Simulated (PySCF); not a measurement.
# Mg: excitation energy

Mg [Ne] 3s2 (1S) → Mg [Ne] 3s1 3d1 (3D), as a difference of total energies. All numbers are calculated (PySCF 2.14, scalar relativity by spin-free X2C-1e, in aug-cc-pCVTZ-DK with one added diffuse shell each of s, p, d, f type (9s8p6d4f, 91 functions)). Correlated levels: valence and next inner shell: 1s2 frozen. The calculations carry no spin-orbit coupling.

| method | excitation energy (eV) |
| --- | --- |
| UHF | 5.063 |
| MP2 (valence and next inner shell) | 5.767 |
| SCS-MP2 (valence and next inner shell) | 5.910 |
| CCSD (valence and next inner shell) | 5.907 |
| CCSD(T) (valence and next inner shell) | 5.937 |

Question: How much does correlation contribute at CCSD(T) (valence and next inner shell)?

Answer: 5.937 − (5.063) = 0.874 eV, measured against UHF.

Errors of the correlated levels include the incompleteness of this basis and the frozen core.

For comparison: 5.946 eV (measured; NIST levels, between the centres of gravity of the two terms).
